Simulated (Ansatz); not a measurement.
**A basis-limit estimate, worked out**

An elementary step of Si$_{2}$H$_{4}$Cl$_{2}$OF$_{2}$, closed shell (Si₂H₃ClOF₂ ([F][Si]([F])([Cl])[O][SiH3]) + HCl → SiCl₂F₂ ([F][Si]([F])([Cl])[Cl]) + SiH₄O ([OH][SiH3]); bonds formed: Si1–Cl8, O2–H7; bonds broken: Si1–O2, H7–Cl8). “Start” is the structure reached by relaxing down from the saddle towards the reactants; PBE0-D4/def2-TZVP structures. The saddle:

```xyz
11
angstrom
Si -0.4615 0.5220 1.2079
O 0.2228 0.2455 -0.3563
Si 0.2656 -1.1481 -1.3494
F -1.0520 -0.9744 1.2628
F -1.8055 1.3356 1.2812
Cl 0.7415 0.4956 2.8262
H 0.6140 1.2843 -0.4736
Cl 0.6002 2.6560 0.4280
H 1.0455 -0.7015 -2.5221
H -1.1221 -1.4983 -1.7057
H 0.9514 -2.2166 -0.5991
```

Ansatz 0.2.0; basis: def2-TZVPP and def2-QZVPP; cores frozen in the correlated methods.

Energies in eV:

| quantity | saddle | start |
| --- | --- | --- |
| Hartree–Fock, triple zeta (X = 3) | -48255.46140 | -48257.34476 |
| Hartree–Fock, quadruple zeta (X = 4) | -48257.04313 | -48258.94372 |
| MP2 correlation, X = 3 | -37.59556 | -36.94625 |
| MP2 correlation, X = 4 | -41.11340 | -40.40740 |
| CCSD(T) correlation, X = 3 | -40.35547 | -39.80033 |

Work out the barrier at the basis limit: extrapolate Hartree–Fock as E(X) = E∞ + A exp(−7.88 √X) and the MP2 correlation as E(X) = E∞ + B X^−2.97 (the exponents that Neese and Valeev fitted for def2-TZVPP and QZVPP), then add CCSD(T) − MP2 in triple zeta.

Each step is linear, so take the differences first (saddle − start): Hartree–Fock 1.88336 (X = 3) and 1.90059 (X = 4); MP2 correlation -0.64931 and -0.70600; CCSD(T) correlation -0.55514.
Two points give E∞ = E(4) + w [E(4) − E(3)], with w = 1/(exp(7.88 (2 − √3)) − 1) = 0.1377 for Hartree–Fock and w = 1/((4/3)^2.97 − 1) = 0.7407 for the correlation.
Hartree–Fock: 1.90059 + 0.1377 × 0.01723 = 1.9030 eV.
MP2 correlation: -0.70600 + 0.7407 × (-0.05669) = -0.7480 eV.
CCSD(T) − MP2: -0.55514 − (-0.64931) = 0.0942 eV.
Sum: 1.9030 + (-0.7480) + 0.0942 = 1.2492 eV, or 28.81 kcal/mol. Plain CCSD(T) in triple zeta gives 1.3282 eV, so the larger basis shifts the result by -0.0790 eV.

The T1 diagnostic stays at or below 0.012.

Hydrogen chloride, the by-product of chloride precursors, can attack films and sites by steps of this kind. Here a small cluster stands in for the surface site.

Labels in which every atom is bracketed show which atoms are joined, not bond orders.

For scale, one of the runs: CCSD(T)/def2-TZVPP, 317 basis functions, launched by `ansatz run in.yaml --threads 4 --pin off --events-out ev --progress --plain --max-ram 66560MiB --backend cuda --devices 0, --max-vram 37GiB`. Time: 8 s of wall clock on 4 CPU threads of an AMD EPYC 7R13 and a share of one NVIDIA H100; the host was shared. Peak host memory: 0.84 GiB.
